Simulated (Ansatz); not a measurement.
Start from `[F][SnH2][Br]` and change one atom or group to get `[OH][SnH2][Br]`.

Ansatz, PBE0-D4/def2-TZVP geometries, multiplicity 1. Each molecule was computed in one conformer, which needn't be the lowest.

Elements past krypton have def2 core potentials. Scalar relativity is left out up to krypton. Spin–orbit coupling is left out; it splits and shifts lone-pair levels of the heavy atoms by tenths of an eV.

```csv
property,`[F][SnH2][Br]`
HOMO energy (B3LYP/def2-TZVPP) / eV,-8.35
LUMO energy (PBE0/def2-TZVPP) / eV,-1.38
HOMO energy (ωB97M-V/def2-TZVPP) / eV,-10.82
LUMO energy (PBE/def2-TZVPP) / eV,-2.30
LUMO energy (B3LYP/def2-TZVPP) / eV,-1.71
HOMO–LUMO gap (B3LYP/def2-TZVPP) / eV,6.64
```

(1) What does the change do to each property? (Estimate.)

## Answers

(1) Computed: 
```
                             property  `[OH][SnH2][Br]`  shift
  HOMO energy (B3LYP/def2-TZVPP) / eV             -8.08   0.27
   LUMO energy (PBE0/def2-TZVPP) / eV             -1.09   0.29
HOMO energy (ωB97M-V/def2-TZVPP) / eV            -10.54   0.28
    LUMO energy (PBE/def2-TZVPP) / eV             -1.99   0.31
  LUMO energy (B3LYP/def2-TZVPP) / eV             -1.41   0.30
HOMO–LUMO gap (B3LYP/def2-TZVPP) / eV              6.67   0.03
```

The zero-point energy changes by 29.3 kJ/mol with +3 modes.

B3LYP here is the variant with VWN-RPA as its local correlation; programs differ in this.
